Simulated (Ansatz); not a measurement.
The cluster GeS2⁻, relaxed as a doublet with UKS PBE0-D4/def2-TZVPD in Ansatz, starting from the GFN1-xTB geometry. Force threshold 0.02 eV/Å.

The relaxation made no stability test and no search for a lower SCF solution. The structure comes from a short search, and lower isomers may exist.

Start:

```xyz
3

Ge    0.0000    0.0000    0.0000
S     0.8857   -0.0039   -0.2021
S    -0.8857    0.0039    0.2021
```

Question: Estimate the energy that the relaxation releases and the steps that it takes.

Answer: 6208.4 kcal/mol, in 13 steps; 41 s on 4 threads of Arm Neoverse V1 on a shared host. No frequencies were taken in this run, so the end may be a saddle point.

Question: Does the start keep its bonding and symmetry?

Answer: Bonds lost: S2–S3 (atoms count from 1). Point group D∞h at the start, C2v at the end, both within 0.05 Å.

Question: Predict the relaxed structure.

Answer: 
```xyz
3

Ge   -0.0508   -0.5389   -0.2121
S     1.8943    0.2612   -0.3204
S    -1.8435    0.2777    0.5324
```
Bond lengths: 2 × Ge–S 2.11 Å.
